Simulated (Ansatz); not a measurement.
System: dihydroxy(dimethyl)silane, C2H8O2Si, charge 0, multiplicity 1. SMILES: C[Si](C)(O)O
Coordinates optimised at B3LYP-D3(BJ)/def2-TZVP (Ansatz, an electronic-structure program):
```
Si
O 1 1.6487
H 2 0.9603 1 117.43
O 1 1.6591 2 106.66 3 40.76
H 4 0.9592 1 118.16 2 -146.37
C 1 1.8577 2 105.80 3 159.82
H 6 1.0914 1 110.45 2 -61.17
H 6 1.0921 7 108.04 1 -121.56
H 6 1.0924 7 108.11 8 -116.62
C 1 1.8697 2 111.83 3 -78.40
H 10 1.0922 1 110.58 2 -59.68
H 10 1.0927 11 107.70 1 -121.92
H 10 1.0934 11 107.50 12 -116.02
```
Charge 0, spin multiplicity 1.

Computed values are from Ansatz. Correlated levels leave the core frozen unless marked. UHF or UKS for open shells. Spin-orbit coupling is left out. Non-relativistic. CBS(X,Y): correlation extrapolated as X^-3; Hartree-Fock from the larger set. The bracket is a focal-point correction in the basis named.

What is the T1 diagnostic at CCSD/cc-pV(Q+d)Z?

0.010.

What is the dipole moment at CCSD(T)/aug-cc-pV(D+d)Z?

1.98 D.

What is the total energy at CCSD(T)/CBS(cc-pV(T+d)Z,cc-pV(Q+d)Z)?

-520.4725 Eh.

What is the vertical ionisation energy (to the doublet) at RI-MP2/CBS(aug-cc-pV(T+d)Z,aug-cc-pV(Q+d)Z)+[CCSD(T)-MP2]/aug-cc-pV(T+d)Z?

10.62 eV.

What is the atomisation energy De at CCSD(T)/CBS(cc-pV(T+d)Z,cc-pV(Q+d)Z)?

5111.1 kJ/mol.
